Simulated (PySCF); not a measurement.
**Orbital levels and atomic charges**

System: C20H12BN (BN-doped PAH), SMILES B1C=c2c3cccc4ccc5ccc6ccc(c2c6c5c43)N1.

Cartesian coordinates (Å):
```
  1 B    -3.008    2.681    0.097
  2 C    -1.494    2.718    0.106
  3 C    -0.745    1.568    0.062
  4 C     0.717    1.567    0.072
  5 C     1.458    2.741    0.128
  6 C     2.847    2.730    0.137
  7 C     3.534    1.541    0.090
  8 C     2.835    0.328    0.033
  9 C     3.528   -0.912   -0.016
 10 C     2.855   -2.087   -0.071
 11 C     1.436   -2.114   -0.082
 12 C     0.731   -3.337   -0.139
 13 C    -0.629   -3.356   -0.149
 14 C    -1.375   -2.156   -0.103
 15 C    -2.785   -2.168   -0.113
 16 C    -3.488   -1.003   -0.067
 17 C    -2.829    0.245   -0.008
 18 C    -1.424    0.300    0.003
 19 C    -0.698   -0.917   -0.045
 20 C     0.722   -0.902   -0.035
 21 C     1.419    0.336    0.024
 22 N    -3.565    1.389    0.038
 23 H    -3.717    3.612    0.134
 24 H    -0.973    3.664    0.149
 25 H     0.961    3.697    0.167
 26 H     3.383    3.667    0.182
 27 H     4.614    1.527    0.096
 28 H     4.609   -0.893   -0.008
 29 H     3.385   -3.029   -0.109
 30 H     1.297   -4.256   -0.175
 31 H    -1.166   -4.293   -0.193
 32 H    -3.299   -3.117   -0.157
 33 H    -4.570   -1.011   -0.074
 34 H    -4.566    1.239    0.026
```

Method: CAM-B3LYP/def2-SVP, gas phase, PySCF, fitting set def2-universal-JFIT up to Ne and JKFIT beyond, grid level 1.

Task: Give the orbital energies near the gap.

Result: 
```csv
orbital,eV
HOMO-4,-9.05
HOMO-3,-8.60
HOMO-2,-8.26
HOMO-1,-7.12
HOMO,-6.75
LUMO,-1.01
LUMO+1,0.03
LUMO+2,0.74
LUMO+3,0.93
```

Task: Give the partial charges of the non-hydrogen atoms.

Result: 
| atom | Mulliken | IAO | Hirshfeld |
| --- | --- | --- | --- |
| B1 | -0.13 | 0.05 | 0.08 |
| C2 | -0.02 | -0.28 | -0.14 |
| C3 | 0.00 | 0.04 | 0.02 |
| C4 | 0.09 | 0.00 | 0.00 |
| C5 | -0.08 | -0.13 | -0.04 |
| C6 | 0.04 | -0.14 | -0.05 |
| C7 | -0.03 | -0.13 | -0.04 |
| C8 | 0.06 | 0.00 | 0.00 |
| C9 | -0.02 | -0.14 | -0.04 |
| C10 | -0.02 | -0.14 | -0.05 |
| C11 | 0.04 | 0.00 | 0.00 |
| C12 | -0.03 | -0.15 | -0.05 |
| C13 | -0.02 | -0.14 | -0.05 |
| C14 | 0.06 | -0.01 | -0.01 |
| C15 | -0.03 | -0.12 | -0.04 |
| C16 | -0.02 | -0.17 | -0.06 |
| C17 | -0.03 | 0.13 | 0.07 |
| C18 | 0.06 | -0.04 | -0.02 |
| C19 | 0.06 | 0.01 | 0.00 |
| C20 | 0.07 | -0.01 | 0.00 |
| C21 | 0.07 | 0.00 | 0.00 |
| N22 | 0.09 | -0.29 | -0.11 |
